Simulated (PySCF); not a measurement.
# What a mistake does to a calculation on BGeH6NO

All numbers below are calculated, not measured. They come from PySCF 2.14.0, an open-source quantum chemistry program, on an isolated molecule that a program drew, which may never have been made. The molecule is BGeH6NO (charge 0, singlet), drawn as the SMILES string `[NH2][GeH2][BH]O`.

Each row is a Hartree-Fock (HF) and frozen-core CCSD(T) single point in the cc-pVDZ basis, meant for a local HF minimum. Run 1 is clean. Each other run has one planted mistake out of seven kinds, and not every kind appears here: one electron removed, one electron added, multiplicity raised by two, geometry at a saddle point, minimal basis STO-3G, one bond length entered in bohr, all coordinates scaled. The reference is restricted for singlets and unrestricted otherwise, and also for a bond in bohr. Adding or removing an electron swaps singlet and doublet. Electrons count all cores. HOMO and LUMO are orbital energies over both spins, the gradient is its largest component, and the lowest frequency (negative if imaginary) is given only where the gradient is small. Bond lengths are over the 9 bonds as drawn. T1 is the CCSD diagnostic: over 0.02 (restricted) or 0.045 (unrestricted) a single reference is doubtful. Germanium has the cc-pVDZ-PP basis, with a core potential (ECP10MDF) in place of its 10 inner electrons, and its 3s, 3p and 3d shells are frozen in CCSD(T).

Geometry of the clean run:
```xyz
10
BGeH6NO, angstrom
N    -0.3601    0.7682   -1.5320
Ge    0.4201    2.0079   -0.3541
B     0.8277    0.7315    1.2575
O     0.3209   -0.4984    1.0992
H     0.2807    0.4235   -2.2287
H    -1.1577    1.1280   -2.0294
H    -0.6522    3.0713   -0.0703
H     1.6165    2.7177   -1.0116
H     1.4299    0.9743    2.2664
H    -0.1405   -0.5853    0.2680
```

```
run  electrons  basis functions  <S^2>  HOMO (eV)  LUMO (eV)  gradient (hartree/bohr)  lowest frequency (cm^-1)  mean bond (Å)  longest bond (Å)      T1  HF (hartree)  CCSD(T) (hartree)                          mistake
  1         58               95  0.000     -10.23       2.86                  1.6e-05                        93         1.3954             2.096  0.0147    -450.91788         -451.52262                         no fault
  2         58               95  0.000     -10.09       3.55                  1.4e-01                         -         1.2684             1.905  0.0121    -450.81894         -451.40697           all coordinates scaled
  3         58               95  0.630      -8.70       2.46                  2.2e-02                         -         1.5140             2.267  0.0557    -450.79785         -451.40473  one bond length entered in bohr
  4         59               95  0.760       1.21       8.42                  7.8e-02                         -         1.3954             2.096  0.0162    -450.84084         -451.45951               one electron added
  5         57               95  0.764     -16.43      -8.13                  1.0e-01                         -         1.3954             2.096  0.0654    -450.58035         -451.17991                                ?
  6         58               95  2.011      -5.62      -1.27                  4.3e-02                         -         1.3954             2.096  0.0224    -450.75035         -451.35007                                ?
```

**Which mistake was planted in run 5, and what did it cost?**

It counts 57 electrons, one fewer than the clean run, at the same geometry and basis. So the mistake is: one electron removed. Subtracting run 1 and multiplying by 627.51 kcal/mol a hartree, the energy moved by 211.8 kcal/mol in HF and 215.1 kcal/mol in CCSD(T).

**Which mistake was planted in run 6, and what did it cost?**

Electrons, basis and geometry are unchanged, and <S^2> is 2.011, beside S(S+1) = 2.00 for a multiplicity of 3. So the mistake is: multiplicity raised by two. Subtracting run 1 and multiplying by 627.51 kcal/mol a hartree, the energy moved by 105.1 kcal/mol in HF and 108.3 kcal/mol in CCSD(T).

Cautions from the logs. Run 3: T1 is over the limit, so its CCSD(T) energy is less reliable; run 4: the HOMO is above zero, so the electron isn't bound and the energy depends on the basis; run 5: T1 is over the limit, so its CCSD(T) energy is less reliable.
